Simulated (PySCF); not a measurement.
Species: C₆H₁₂OSi.
Geometry (PBE0-D3(BJ)/def2-SVP, Å), atoms numbered from 1 in this order:
```xyz
20
C6H12OSi angstrom
C      3.1772   -0.0951   -0.6034
C      1.9067   -0.6066    0.0297
O      1.0111    0.4561    0.1792
C     -0.2374    0.0693    0.7070
C     -1.0327    1.2981    1.0504
C     -2.2648    1.4564    0.5484
C     -2.8455    0.4083   -0.3635
Si    -1.4101   -0.8230   -0.5428
H      3.6232    0.6953    0.0182
H      2.9678    0.3298   -1.5961
H      3.9101   -0.9071   -0.7168
H      1.4569   -1.4057   -0.5997
H      2.1194   -1.0723    1.0157
H     -0.0772   -0.5375    1.6257
H     -0.5727    2.0459    1.7052
H     -2.8586    2.3436    0.7976
H     -3.1811    0.8456   -1.3190
H     -3.7368   -0.0651    0.0839
H     -1.7879   -2.2165   -0.1505
H     -0.8229   -0.8497   -1.9167
```

Level: PBE0/pcSseg-1 and CAM-B3LYP/def2-SVPD in PySCF, non-relativistic, on one gas-phase PBE0-D3(BJ)/def2-SVP geometry that isn't relaxed in the solvent. The solvent is an IEF-PCM continuum (cavity from Bondi-type radii × 1.2). The model holds no explicit solvent molecules, cavitation or dispersion.

Gas phase at PBE0/pcSseg-1: HOMO -6.82 eV, LUMO 0.24 eV, dipole 0.91 D.

**Question.** What does the continuum do to the energy, the frontier levels and the dipole at PBE0/pcSseg-1 in chloroform?

**Answer.** 
| solvent | ε | E(solvent) − E(gas) (kcal/mol) | polarisation term (kcal/mol) | distortion of the solute (kcal/mol) | HOMO (eV) | LUMO (eV) | dipole (D) |
| --- | --- | --- | --- | --- | --- | --- | --- |
| chloroform | 4.711 | -2.34 | -2.58 | 0.24 | -6.82 | 0.25 | 1.24 |

Polarisation term: ½ Σ q·V over the induced surface charges. Distortion: the rise of the solute's own energy as its density leaves the gas-phase optimum.

**Question.** Give the dipole vector in the frame of the coordinates (D, pointing from negative to positive charge), gas and chloroform.

**Answer.** Gas (-0.41, -0.76, 0.30), solvent (-0.58, -1.03, 0.37). Its length changes by +36 % and its direction by 2°.

**Question.** Which Hirshfeld charges (PBE0/pcSseg-1) respond most in chloroform (means over atoms taken as equivalent)?

**Answer.** 
```
atoms         environment  gas (e)  solvent (e)  change
   O3        ether oxygen   -0.137       -0.149  -0.012
   C5    alkene CH carbon   -0.059       -0.067  -0.008
  H14    methine hydrogen   +0.028       +0.032  +0.004
  H13  methylene hydrogen   +0.029       +0.033  +0.004
  H18  methylene hydrogen   +0.042       +0.047  +0.005
  H12  methylene hydrogen   +0.027       +0.030  +0.003
```

**Question.** How do the nuclear quadrupole coupling constants eQVzz/h respond in chloroform?

**Answer.** 
```json
{"nucleus": "17O at O3", "Q (barn)": "-0.0256", "gas (MHz)": "12.08", "solvent (MHz)": "11.97", "η gas": "0.96", "η solvent": "0.96"}
```

Gas phase at CAM-B3LYP/def2-SVPD: HOMO -8.22 eV, LUMO 1.24 eV, dipole 0.94 D.

**Question.** What does the continuum do to the energy, the frontier levels and the dipole at CAM-B3LYP/def2-SVPD in chloroform?

**Answer.** 
```json
{"solvent": "chloroform", "ε": "4.711", "E(solvent) − E(gas) (kcal/mol)": "-2.38", "polarisation term (kcal/mol)": "-2.67", "distortion of the solute (kcal/mol)": "0.29", "HOMO (eV)": "-8.21", "LUMO (eV)": "1.32", "dipole (D)": "1.32"}
```

**Question.** How does the static polarisability (CAM-B3LYP/def2-SVPD, frozen core, with the continuum's full static response) change?

**Answer.** 
```tsv
medium	isotropic (au)	principal values (au)	⟨r²⟩ of the electrons (bohr²)
gas	101.7	83.6, 99.4, 122.1	1458.1
chloroform	126.1	106.0, 125.3, 147.0	1457.0
```

The isotropic value in chloroform is 1.24 times the gas-phase one; no cavity-field correction is applied. ⟨r²⟩ is taken about the centre of nuclear charge.
